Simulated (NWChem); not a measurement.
System: CH₄Al cation; SMILES [CH3][AlH+]

Here is an NWChem input.

```
start job
memory heap 200 mb stack 700 mb global 900 mb
charge 1
geometry units angstroms noautosym nocenter noautoz
  Al     0.000000     0.000000    -0.708169
  C      0.000000     0.000000     1.190690
  H      0.270706    -0.991562     1.566558
  H     -0.994071     0.261343     1.566558
  H      0.723365     0.730219     1.566558
  H      0.000000     0.000000    -2.266369
end
basis spherical
  * library def2-svp
end
dft
  xc slater vwn_5
  iterations 150
end
tddft
  nroots 6
end
task tddft energy
```

Coordinates come from a PBE0-D3(BJ)/def2-TZVP optimisation.

Vertical excitations in the gas phase.

### Question
What results follow from this input? (LDA (Slater exchange, VWN5)/def2-SVP, full TDDFT.) Quantities: lowest excitation, singlet (eV); oscillator strength of that lowest state; lowest state with f > 0.02, singlet (eV); lowest triplet (eV); orbital gap (eV).

### Answer
```yaml
lowest excitation, singlet (eV): 5.63
oscillator_strength_of_that_lowest_state: 0.000
lowest state with f > 0.02, singlet (eV): 7.27
lowest triplet (eV): 5.27
orbital gap (eV): 5.47
```
